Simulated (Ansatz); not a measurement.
An input meant for YbCl6²⁻, that is [YbCl6]3- with one electron fewer (charge -2, singlet; atoms displaced at random, 0.15 Å in each coordinate).

```yaml
crystal:
  periodic: [false, false, false]
  atoms:
    - {symbol: Yb, position_ang: [-0.082755, 0.030578, 0.180255]}
    - {symbol: Cl, position_ang: [-0.011018, -0.090716, 2.833887]}
    - {symbol: Cl, position_ang: [0.007507, -0.023757, -2.711487]}
    - {symbol: Cl, position_ang: [2.665303, 0.071325, -0.124902]}
    - {symbol: Cl, position_ang: [-2.522746, 0.032958, -0.024601]}
    - {symbol: Cl, position_ang: [0.071053, 2.702293, 0.057351]}
    - {symbol: Cl, position_ang: [-0.191602, -2.899172, 0.187231]}
basis:
  gaussian: {orbitals: def2-TZVP, nuclear_model: gaussian}
total_charge: -2
hamiltonian: {xc: {name: B2PLYP}, dispersion: d2}
scf: {lower_state_search: off}
output: {forces: true}
```

```sh
$ ansatz run in.yaml --threads 4 --pin off --events-out ev --progress --plain --max-ram 6963MiB
```

Output, abridged:

```
Error: YAML parse error: error: line 14 column 47: hamiltonian.dispersion: `d2` is not `none`, `rvv10`, `d3bj`, `d3bjatm`, `d4` or a map `{method: …, s8: …, a1: …, a2_bohr: …}` (numbers without units, a2 in bohr) or `{method: …, functional: …}`
  --> <input>:14:47
   |
12 |   gaussian: {orbitals: def2-TZVP, nuclear_model: gaussian}
13 | total_charge: -2
14 | hamiltonian: {xc: {name: B2PLYP}, dispersion: d2}
   |                                               ^ hamiltonian.dispersion: `d2` is not `none`, `rvv10`, `d3bj`, `d3bjatm`, `d4` or a map `{method: …, s8: …, a1: …, a2_bohr: …}` (numbers without units, a2 in bohr) or `{method: …, functional: …}`
15 | scf: {lower_state_search: off}
16 | output: {forces: true}
   |
```

In this input the program holds no damping parameters for this pairing of functional and dispersion term, so they'd have to be typed. The program refused the input.
